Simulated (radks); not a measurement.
The numbers below are computed, except where a source is named.
Ionisation of the holmium ion Ho53+, [Ne] 3s2 3p2, to [Ne] 3s2 3p1 as the strength of local exchange is varied. Code: a radial shooting solver on a logarithmic mesh with Libxc functionals. Model: Dirac Kohn-Sham, Slater X-alpha exchange (alpha = 2/3 is LDA exchange), no correlation, spin-unpolarised, spherical densities, point nucleus; open shells fill j = l - 1/2 first.

| alpha | E(Ho53+) (hartree) | exchange (hartree) | IE (eV) | -e of the level emptied (eV) | <r> of it (bohr) |
|---|---|---|---|---|---|
| 0.667 | -9678.0561 | -128.1446 | 5147.6 | 5089.1 (3p1/2) | 0.1970 |
| 0.669 | -9678.4404 | -128.5323 | 5147.9 | 5089.5 (3p1/2) | 0.1970 |
| 0.889 | -9720.7710 | -171.3081 | 5189.2 | 5131.5 (3p1/2) | 0.1961 |
| 0.901 | -9723.0835 | -173.6485 | 5191.5 | 5133.8 (3p1/2) | 0.1961 |
| 0.942 | -9730.9876 | -181.6508 | 5199.2 | 5141.6 (3p1/2) | 0.1959 |
| 1.007 | -9743.5274 | -194.3552 | 5211.4 | 5154.1 (3p1/2) | 0.1957 |
| 1.028 | -9747.5810 | -198.4644 | 5215.4 | 5158.1 (3p1/2) | 0.1956 |
| 1.043 | -9750.4772 | -201.4010 | 5218.2 | 5161.0 (3p1/2) | 0.1955 |

NIST Atomic Spectra Database: 5135 eV (theoretical). The central value is not met in this range of alpha. Spin polarisation and multiplet splitting are left out, so open shells lie too high by an amount that depends on their filling.

Beside tabulated values, note that spin-unpolarised runs miss the spin-polarisation part of the exchange energy of open shells.
